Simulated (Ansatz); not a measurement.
Ansatz (an electronic-structure program) job for WF6, SMILES [F][W]([F])([F])([F])([F])[F], multiplicity 1, PBE-D3(BJ)/def2-SVP. 

Ansatz 0.2 input:
```yaml
crystal:
  periodic: [false, false, false]
  atoms:
    - {symbol: W, position_ang: [0.00000000, 0.00000000, 0.00000000]}
    - {symbol: F, position_ang: [0.00000000, 1.83725880, -0.00000000]}
    - {symbol: F, position_ang: [-0.00000000, -1.83725880, 0.00000000]}
    - {symbol: F, position_ang: [-0.00000001, 0.00000000, -1.83725880]}
    - {symbol: F, position_ang: [1.83725881, 0.00000000, 0.00000000]}
    - {symbol: F, position_ang: [-1.83725881, -0.00000000, -0.00000000]}
    - {symbol: F, position_ang: [0.00000001, -0.00000000, 1.83725880]}
basis:
  gaussian:
    orbitals: def2-SVP
hamiltonian:
  xc: pbe
  dispersion: d3bj
relax: {f_tol: 0.002, max_steps: 200}
```

Program output:

```
WARN ansatz: RAYON_NUM_THREADS=1 ignored (pool sized by the plan → 1); use --threads N
Functional definition: PBE
integrals: 0.06 GiB planned
1195 factors; their error is unknown
mean field: 0.34 GiB planned
mean field evaluation 1: about -18095.9249 eV, gradient 8.6e1 eV
mean field evaluation 2: about -17962.6645 eV, gradient 2.9e2 eV
mean field evaluation 4: about -18108.3820 eV, gradient 8.1e0 eV
mean field evaluation 8: about -18108.5256 eV, gradient 1.9e-1 eV
mean field evaluation 16: about -18108.4482 eV, gradient 1.2e-4 eV
mean field -18108.44823932 eV, -665.4731984480 hartree, gradient 2.0e-5 eV, S^2 0.000000; 0 other end points of the search recorded, 0 dependent functions left out
the calculation of the forces begins
reference -18108.44831043 eV, -665.4732010613 hartree; 34, 34 occupied and 82, 82 virtual orbitals, 1195 factors
relax step   1: F+E_penalty+E_count = -18108.57707073 eV  Δ(F+E_penalty+E_count) = +0.000e0 eV  max|allowed force component| = 9.583e-1 eV/Å  Δτ_max = 0.0000 Å  (29 SCF iters, accepted)
these checks for a lower state are left out or cut short: starts, cluster_reference, orbital_swaps, neighbouring_geometries, increment
integrals: 0.06 GiB planned
1195 factors; their error is unknown
mean field: 0.34 GiB planned
mean field -18108.51684880 eV, -665.4757197999 hartree, gradient 5.6e-6 eV, S^2 0.000000; 0 other end points of the search recorded, 0 dependent functions left out
the calculation of the forces begins
reference -18108.51692040 eV, -665.4757224311 hartree; 34, 34 occupied and 82, 82 virtual orbitals, 1195 factors
relax step   2: F+E_penalty+E_count = -18108.64472393 eV  Δ(F+E_penalty+E_count) = -6.765e-2 eV  max|allowed force component| = 8.132e-3 eV/Å  Δτ_max = 0.0238 Å  (28 SCF iters, accepted)
these checks for a lower state are left out or cut short: starts, cluster_reference, orbital_swaps, neighbouring_geometries, increment
integrals: 0.06 GiB planned
1195 factors; their error is unknown
mean field: 0.34 GiB planned
mean field evaluation 32: about -18108.5169 eV, gradient 2.2e-4 eV
mean field -18108.51686279 eV, -665.4757203139 hartree, gradient 2.4e-5 eV, S^2 0.000000; 0 other end points of the search recorded, 0 dependent functions left out
the calculation of the forces begins
reference -18108.51693439 eV, -665.4757229453 hartree; 34, 34 occupied and 82, 82 virtual orbitals, 1195 factors
relax step   3: F+E_penalty+E_count = -18108.64472925 eV  Δ(F+E_penalty+E_count) = -5.319e-6 eV  max|allowed force component| = 1.583e-4 eV/Å  Δτ_max = 0.0002 Å  (26 SCF iters, accepted)
integrals: 0.06 GiB planned
1195 factors; their error is unknown
mean field: 0.34 GiB planned
mean field -18108.51686279 eV, -665.4757203139 hartree, gradient 2.4e-5 eV, S^2 0.000000; 1 other end points of the search recorded, 0 dependent functions left out
the calculation of the forces begins
reference -18108.51693439 eV, -665.4757229453 hartree; 34, 34 occupied and 82, 82 virtual orbitals, 1195 factors
Total energy: -18108.64480085 eV, -665.4804219510 hartree
Atom 0 at    -0.000000     0.000000    -0.000000 Å, force     0.000000    -0.000000    -0.000000 eV/Å
Atom 1 at     0.000000     1.861317     0.000000 Å, force    -0.000000     0.000158     0.000000 eV/Å
Atom 2 at    -0.000000    -1.861317    -0.000000 Å, force    -0.000000    -0.000158    -0.000000 eV/Å
Atom 3 at    -0.000000    -0.000000    -1.861317 Å, force    -0.000000    -0.000000    -0.000158 eV/Å
Atom 4 at     1.861317     0.000000    -0.000000 Å, force     0.000158     0.000000    -0.000000 eV/Å
Atom 5 at    -1.861317    -0.000000     0.000000 Å, force    -0.000158     0.000000     0.000000 eV/Å
Atom 6 at     0.000000     0.000000     1.861317 Å, force    -0.000000     0.000000     0.000158 eV/Å
Dipole moment:    -0.000000     0.000000     0.000000 e Å
```

The run converged.
